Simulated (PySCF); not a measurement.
`N[Si@H](C[SiH3])C[SiH2][SiH3]`: 4 charge schemes on one density

Species: C2H15NSi4.
Cartesian coordinates in Å at the GFN2-xTB level; atoms count from 1:
```xyz
22
C2H15NSi4 angstrom
N      0.4833   -1.8288    0.1908
Si    -0.5719   -0.4743    0.4174
C     -2.3337   -0.6978   -0.2864
Si    -3.5353    0.7447   -0.0185
C      0.2867    0.9959   -0.4162
Si     2.0786    1.2968    0.1433
Si     3.5243   -0.3723   -0.5207
H      0.8450   -2.0168   -0.7300
H      0.2516   -2.6987    0.6415
H     -0.6460   -0.3154    1.8754
H     -2.7684   -1.5945    0.1578
H     -2.2701   -0.8995   -1.3573
H     -3.0737    1.9327   -0.7417
H     -3.6442    1.0499    1.4100
H     -4.8619    0.3770   -0.5295
H      0.2701    0.8624   -1.4986
H     -0.3030    1.8898   -0.2176
H      2.0706    1.4971    1.6008
H      2.4847    2.6040   -0.4151
H      3.1184   -1.0434   -1.7662
H      4.8679    0.1496   -0.8061
H      3.7165   -1.4390    0.4633
```

Density: PBE0/pcSseg-1 (PySCF); schemes: Mulliken, IAO, Hirshfeld and ESP-fitted. Isolated species at its GFN2-xTB geometry (one conformer only).

Task: Tabulate the Mulliken, IAO, Hirshfeld and ESP-fitted charges.

Result: In e:

```tsv
atom	environment	Mulliken	IAO	Hirshfeld	ESP-fitted
N1	silicon-bound nitrogen	-0.633	-0.836	-0.305	-1.080
Si2	SiH silicon	+0.917	+1.034	+0.393	+0.891
C3	sp3 carbon bound to silicon	-0.859	-0.848	-0.256	-0.746
Si4	SiH3 silicon	+0.480	+0.604	+0.309	+0.508
C5	sp3 carbon bound to silicon	-0.865	-0.824	-0.250	-0.664
Si6	SiH2 silicon	+0.318	+0.467	+0.247	+0.365
Si7	SiH3 silicon	+0.164	+0.272	+0.201	+0.172
H8	N–H hydrogen	+0.198	+0.257	+0.109	+0.379
H9	N–H hydrogen	+0.192	+0.262	+0.118	+0.399
H10	Si–H hydrogen	-0.070	-0.146	-0.086	-0.141
H11	methylene hydrogen	+0.165	+0.159	+0.039	+0.184
H12	methylene hydrogen	+0.165	+0.158	+0.038	+0.182
H13	Si–H hydrogen	-0.082	-0.124	-0.079	-0.132
H14	Si–H hydrogen	-0.078	-0.121	-0.079	-0.130
H15	Si–H hydrogen	-0.082	-0.118	-0.081	-0.120
H16	methylene hydrogen	+0.167	+0.156	+0.039	+0.187
H17	methylene hydrogen	+0.182	+0.165	+0.042	+0.180
H18	Si–H hydrogen	-0.042	-0.105	-0.077	-0.101
H19	Si–H hydrogen	-0.051	-0.109	-0.084	-0.114
H20	Si–H hydrogen	-0.081	-0.108	-0.079	-0.071
H21	Si–H hydrogen	-0.061	-0.103	-0.081	-0.086
H22	Si–H hydrogen	-0.044	-0.090	-0.076	-0.061
```

Mean size of the charges over all atoms: IAO 0.321 e, ESP-fitted 0.313 e, Mulliken 0.268 e, Hirshfeld 0.140 e. Each set sums to the total charge, 0, to within 0.001 e. The Hirshfeld scheme weights the molecular density at each point by an atom's share of the summed free-atom densities. The Mulliken scheme gives each basis function's population to the atom it is centred on and halves the overlap population of two atoms between them.

Lowest charge. The schemes don't all agree: Mulliken C5 (-0.865); IAO C3 (-0.848); Hirshfeld N1 (-0.305); ESP-fitted N1 (-1.080).

Highest charge. All schemes agree: Mulliken Si2 (+0.917); IAO Si2 (+1.034); Hirshfeld Si2 (+0.393); ESP-fitted Si2 (+0.891).

Task: How closely do the schemes follow one another over all atoms?

Result: Correlation coefficient and root-mean-square difference: Mulliken with IAO 0.99, 0.079 e; IAO with ESP-fitted 0.98, 0.091 e; IAO with Hirshfeld 0.97, 0.272 e; Mulliken with ESP-fitted 0.95, 0.127 e; Hirshfeld with ESP-fitted 0.94, 0.266 e; Mulliken with Hirshfeld 0.92, 0.238 e.

Task: How many electrons does the ESP-fitted scheme count on C5?

Result: Z − q = 6 − (-0.664) = 6.664.

Task: Sum the charges by element, for elements with more than one atom.

Result: 
```
element  atoms  Mulliken     IAO  Hirshfeld  ESP-fitted
     Si      4    +1.879  +2.376     +1.150      +1.937
      C      2    -1.724  -1.672     -0.506      -1.410
      H     15    +0.478  +0.132     -0.338      +0.553
```
